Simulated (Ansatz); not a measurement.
Ansatz (an electronic-structure program) input (PBE0/def2-TZVPD):

Ansatz 0.2 input:
```yaml
crystal:
  periodic: [false, false, false]
  atoms:
    - {symbol: Zn, position_ang: [-0.00000000, -0.00000000, -0.36065419]}
    - {symbol: O, position_ang: [0.00000000, 0.00000000, 1.35245321]}
basis:
  gaussian:
    orbitals: def2-TZVPD
hamiltonian:
  xc: {name: PBE0}
total_charge: 1
magnetization: {spin_polarized: true, initial_magnetization: 1}
```

Output:

```
Functional definition: PBE0
integrals: 0.02 GiB planned
721 factors; their error is unknown
mean field: 0.33 GiB planned
mean field evaluation 1: about -50391.6843 eV, gradient 1.2e2 eV
mean field evaluation 2: about -50114.7946 eV, gradient 2.4e2 eV
mean field evaluation 4: about -50430.4810 eV, gradient 6.0e1 eV
mean field evaluation 8: about -50446.6220 eV, gradient 1.1e-1 eV
mean field evaluation 16: about -50446.7276 eV, gradient 9.2e-4 eV
mean field evaluation 32: about -50444.9525 eV, gradient 1.6e0 eV
mean field -50446.72757817 eV, -1853.8830444776 hartree, gradient 4.8e-5 eV, S^2 0.769485; 2 other end points of the search recorded, 0 dependent functions left out
reference -50446.72761985 eV, -1853.8830460093 hartree; 19, 18 occupied and 72, 73 virtual orbitals, 721 factors
Total energy: -50446.72761985 eV, -1853.8830460093 hartree
```

This state (charge 1, doublet) is run at the relaxed geometry of the species with charge 0 and multiplicity 1.
